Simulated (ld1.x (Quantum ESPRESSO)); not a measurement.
## Logarithmic derivatives: nitrogen (N), TM

ld1.x (Quantum ESPRESSO) 7.5 input, shortened:

```
&input
   title='N', zed=7., rel=1, dft='BP', iswitch=3,
   config='[He] 2s2 2p2.5 3d-2'
 /
 &inputp
   pseudotype=2, tm=.true., lloc=-1, rcloc=0.75,
   nlcc=.false.
 /
3
2S  1  0   2.00   0.00  0.85  0.85  0.0
2P  2  1   2.50   0.00  2.30  2.30  0.0
3D  3  2  -2.00   0.05  2.40  2.40  0.0
 &test
   configts(1)='2s2 2p2.5'
 /
```

The phase is arctan(r·u′/u) with u = r·R(r), unwrapped; energies in Ry, scanned from -4 to 5 Ry. A pole is an energy at which the radial function vanishes at the test radius. The pseudo phase is shifted by a multiple of π to meet the all-electron one at the reference energy, and phase errors are pseudo minus all-electron; the curves can meet again beyond the range given. Levels narrower than the energy grid can be missing from the lists of poles.

| channel | radius (bohr) | reference energy (Ry) | poles, all-electron | poles, pseudo | unbroken range about the reference energy with phases within 0.05 rad | phase error 1 Ry above the reference energy (rad) |
| --- | --- | --- | --- | --- | --- | --- |
| s | 2.61 | -1.85 | -1.69, 3.73 | -1.69, 3.66 | the whole range | -0.000 |
| p | 2.61 | -0.99 | -0.77, 3.78 | -0.77, 4.32 | below 0.6 | +0.011 |
| d | 2.61 | 0.05 | 2.71 | 2.64, 3.28 | below 2.8 | +0.003 |

Phases in the s channel:

```csv
E (Ry),all-electron,pseudo
-4.00,1.349,1.349
-3.52,1.326,1.326
-3.04,1.289,1.289
-2.56,1.212,1.212
-2.08,0.701,0.701
-1.60,-1.639,-1.639
-1.12,-1.799,-1.800
-0.64,-1.899,-1.900
-0.16,-2.032,-2.034
0.32,-2.297,-2.303
0.80,-2.998,-3.018
1.28,-3.949,-3.966
1.76,-4.349,-4.358
2.24,-4.515,-4.521
2.72,-4.605,-4.610
3.20,-4.664,-4.669
3.68,-4.708,-4.714
4.16,-4.746,-4.753
4.64,-4.782,-4.791
```
